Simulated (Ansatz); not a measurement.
A nudged elastic band was laid between two geometries of ClF$_{3}$H$_{2}$OTi (8 atoms, charge 0, multiplicity 1).

All numbers below come from RKS B3LYP/def2-SVP in Ansatz 0.2.0.

```
movable images  : 7
climbing image  : yes
spring          : 5.0 eV/Å²
optimiser       : quadratic models (default)
start path      : through a guess of the saddle point
force threshold : 0.05 eV/Å
iteration limit : 60
end points      : relaxed
```

Image 0:

```xyz
8
Properties=species:S:1:pos:R:3
Ti -0.370 -0.548 -0.551
Cl 1.844 -0.871 -0.719
F -0.915 -1.945 -1.425
F -1.176 -0.857 0.980
F -1.044 0.715 -1.533
H 1.307 1.222 0.818
O 0.339 1.210 0.763
H 0.015 1.074 1.667
```

Image 8:

```xyz
8
Properties=species:S:1:pos:R:3
Ti -0.902 -0.216 -0.355
Cl 2.599 -1.027 0.531
F -0.264 -0.863 -1.838
F -1.166 -1.476 0.815
F -2.436 0.535 -0.680
H 1.923 0.082 0.570
O 0.195 1.038 0.301
H 0.051 1.926 0.657
```

**Question.** Which bonds break or form, and what moves?

**Answer.** Bonds broken: Ti1–Cl2, H6–O7. Bonds formed: Cl2–H6. ClF3H2OTi becomes ClH + F3HOTi.

**Question.** Give the energies along the band, and the barrier.

**Answer.** It converged. The highest image is number 5 of 0 to 8, 83.9 kJ/mol above the first end and 30.1 kJ/mol above the last; the last end lies 53.8 kJ/mol above the first. The profile has 2 maxima (images 1, 5) with wells between them (image 2): this band takes more than one step, which may be the mechanism or a detour left from its start path. A vibrational analysis at the climbing image gives one clearly imaginary mode, 771i cm⁻¹: a first-order saddle point. The orbitals stay closed-shell, which can raise the energy where a bond breaks towards radicals; this wasn't checked here.

```json
{"image": "0", "path coordinate (Å)": "0.00", "energy (kJ/mol)": "0.0", "Ti1–Cl2 (Å)": "2.24", "H6–O7 (Å)": "0.97", "Cl2–H6 (Å)": "2.65"}
{"image": "1", "path coordinate (Å)": "0.99", "energy (kJ/mol)": "3.5", "Ti1–Cl2 (Å)": "2.24", "H6–O7 (Å)": "0.97", "Cl2–H6 (Å)": "2.83"}
{"image": "2", "path coordinate (Å)": "1.99", "energy (kJ/mol)": "1.7", "Ti1–Cl2 (Å)": "2.26", "H6–O7 (Å)": "0.97", "Cl2–H6 (Å)": "2.57"}
{"image": "3", "path coordinate (Å)": "2.98", "energy (kJ/mol)": "15.7", "Ti1–Cl2 (Å)": "2.29", "H6–O7 (Å)": "0.97", "Cl2–H6 (Å)": "2.52"}
{"image": "4", "path coordinate (Å)": "3.98", "energy (kJ/mol)": "18.9", "Ti1–Cl2 (Å)": "2.32", "H6–O7 (Å)": "0.97", "Cl2–H6 (Å)": "2.35"}
{"image": "5", "path coordinate (Å)": "4.97", "energy (kJ/mol)": "83.9", "Ti1–Cl2 (Å)": "2.71", "H6–O7 (Å)": "1.28", "Cl2–H6 (Å)": "1.49"}
{"image": "6", "path coordinate (Å)": "5.37", "energy (kJ/mol)": "67.0", "Ti1–Cl2 (Å)": "2.95", "H6–O7 (Å)": "1.62", "Cl2–H6 (Å)": "1.34"}
{"image": "7", "path coordinate (Å)": "5.77", "energy (kJ/mol)": "55.6", "Ti1–Cl2 (Å)": "3.30", "H6–O7 (Å)": "1.88", "Cl2–H6 (Å)": "1.30"}
{"image": "8", "path coordinate (Å)": "6.17", "energy (kJ/mol)": "53.8", "Ti1–Cl2 (Å)": "3.70", "H6–O7 (Å)": "1.99", "Cl2–H6 (Å)": "1.30"}
```

**Question.** What is the geometry of the highest image?

**Answer.** 
```xyz
8
Properties=species:S:1:pos:R:3
Ti -0.576 -0.385 -0.318
Cl 1.938 -1.056 0.424
F -0.269 -0.958 -1.923
F -1.188 -1.616 0.735
F -1.987 0.605 -0.537
H 1.461 0.349 0.597
O 0.449 1.092 0.361
H 0.173 1.970 0.661
```

Time of the run: 8.4 min on 2 threads of Arm Neoverse V2, with other jobs on the host, peak memory 0.3 GiB.
